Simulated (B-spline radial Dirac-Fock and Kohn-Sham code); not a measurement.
## Binding energies of Tb³⁺ at several levels of theory

System: the Tb³⁺ ion, [Xe] 4f8.

The density-functional columns are spherical, spin-unpolarised Dirac-Kohn-Sham results without Breit or QED terms: −ε is minus the orbital energy of the initial state and ΔSCF the difference of two total energies. The reference in the last column comes from Dirac-Fock (average of configuration) total-energy differences with a finite nucleus, the Breit interaction including its frequency dependence, and self-energy and vacuum-polarisation corrections. All numbers are from a radial finite-basis atomic code, in eV; a selection of levels is shown. The Kohn-Sham columns are given as differences from the reference. For the 1s level of heavy atoms much of the gap between ΔSCF and the reference is the Breit and QED part, -227.0 eV here; for other levels the error of the functional can be larger.

| level | LDA −ε − DF | LDA ΔSCF − DF | PBE −ε − DF | PBE ΔSCF − DF | Dirac-Fock |
| --- | --- | --- | --- | --- | --- |
| K | -252.7 | +214.6 | -204.5 | +264.2 | 52031.8 |
| L1 | -144.4 | -59.2 | -137.8 | -52.9 | 8751.9 |
| L2 | -105.4 | +2.7 | -102.6 | +5.5 | 8290.6 |
| L3 | -113.2 | -16.4 | -111.2 | -14.6 | 7552.7 |
| M1 | -71.8 | -46.0 | -69.9 | -44.2 | 2006.2 |
| M2 | -56.7 | -29.3 | -55.9 | -28.6 | 1806.9 |
| M3 | -55.8 | -30.2 | -55.3 | -29.8 | 1652.1 |
| M4 | -35.5 | -5.3 | -35.6 | -5.5 | 1312.9 |
| M5 | -36.2 | -6.7 | -36.3 | -6.9 | 1280.0 |
| N1 | -35.0 | -22.8 | -34.1 | -22.0 | 443.7 |
| N2 | -27.8 | -15.8 | -27.4 | -15.4 | 364.3 |
| N3 | -28.0 | -16.3 | -27.5 | -15.8 | 329.9 |
| N4 | -15.4 | -4.1 | -15.4 | -4.1 | 198.1 |
| N5 | -15.5 | -4.3 | -15.5 | -4.3 | 191.9 |
| N6,7 | -5.6 | +4.2 | -6.0 | +3.9 | 40.17 |
| O1 | -9.7 | -2.0 | -10.0 | -2.3 | 86.33 |
| O2 | -5.2 | +2.0 | -5.5 | +1.6 | 61.63 |
| O3 | -5.2 | +1.7 | -5.4 | +1.4 | 56.74 |

Values without a named source are computed, but for edge energies of neutral atoms, which are taken from tables.
